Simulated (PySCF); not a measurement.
## Core-level binding energies of `CC#C[SiH2]F`

Compound: C3H5FSi.
Cartesian coordinates in Å at the PBE0-D3(BJ)/def2-SVP level; atoms count from 1:
```xyz
10
C3H5FSi angstrom
C     -2.2251    0.1530   -0.2223
C     -0.7851    0.0598   -0.0862
C      0.4261   -0.0189    0.0312
Si     2.2317   -0.1202    0.2003
F      2.6377   -1.5446    0.8699
H     -2.5514    1.2046   -0.2174
H     -2.7300   -0.3626    0.6093
H     -2.5640   -0.3051   -1.1644
H      2.7266    0.9576    1.0972
H      2.8805   -0.0477   -1.1356
```

Computed, not measured: delta-SCF UKS SCAN, pcX-2 on the ionised atom, pcseg-1 elsewhere, spin-free X2C in PySCF. Each binding energy is the total energy of the core-ionised species, with the hole localised on one atom, minus that of the ground state; both are solved self-consistently, so orbital relaxation is included.

**Question.** List the computed XPS lines with their assignment.

**Answer.** 
```csv
atom(s),bonded to,level,binding energy (eV),2p1/2 (eV),above the level's lowest (eV),count
Si4,"F, C and 2 H",Si 2p3/2,108.05,108.67,0.00,1
C3,C (triple bond) and Si,C 1s,289.94,–,0.00,1
C2,C (triple bond) and C,C 1s,290.90,–,+0.96,1
C1,C and 3 H,C 1s,291.99,–,+2.05,1
F5,Si,F 1s,692.09,–,0.00,1
Si4,"F, C and 2 H",Si 1s,1848.06,–,0.00,1
```

Lowest listed C 1s: C3, bonded to C (triple bond) and Si. Highest, 2.05 eV above it: C1, bonded to C and 3 H. The widest gap between neighbouring values is 1.09 eV, between 290.90 and 291.99 eV. Summing the Pauling electronegativity differences to the bonded atoms, each weighted by its formal bond order, gives -0.65 for the lowest site and -1.05 for the highest; the largest sum, 0.00, belongs to C2, 1.09 eV below the top. The smallest sum, -1.05, belongs to C1, 2.05 eV above the lowest.

**Question.** Which photon energy gives electrons from C 1s of C3 a kinetic energy of 20 eV, and what is their de Broglie wavelength?

**Answer.** hν = 289.94 + 20 = 309.94 eV, recoil neglected; λ = 12.264 Å/√(E/eV) = 2.74 Å.

**Question.** Which effective nuclear charge Zeff reproduces each element's mean 1s value in the hydrogen-like formula E = 13.606 eV × Zeff²?

**Answer.** C (Z = 6): mean 290.9 eV, Zeff = 4.62, Z − Zeff = 1.38; F (Z = 9): mean 692.1 eV, Zeff = 7.13, Z − Zeff = 1.87; Si (Z = 14): mean 1848.1 eV, Zeff = 11.65, Z − Zeff = 2.35. Means run over the listed sites, weighted by atom count.

The unrestricted hole states depart most from a pure doublet (⟨S²⟩ = 0.75; over 0.85 named) for C 1s of C2 (0.88), which makes this value less certain. For 2p shells one spin-free hole was relaxed; a mean-field spin–orbit operator and the ground-state splitting of the three 2p orbitals were then diagonalised within the shell. The shell's mean is (2 × 2p3/2 + 2p1/2)/3, and the degeneracies 2j + 1 give areas of 2:1. 2p1/2 minus 2p3/2 (ligand field included): Si 0.63 eV. Geometry: PBE0-D3(BJ)/def2-SVP; no solvent, vibrations or thermal averaging.
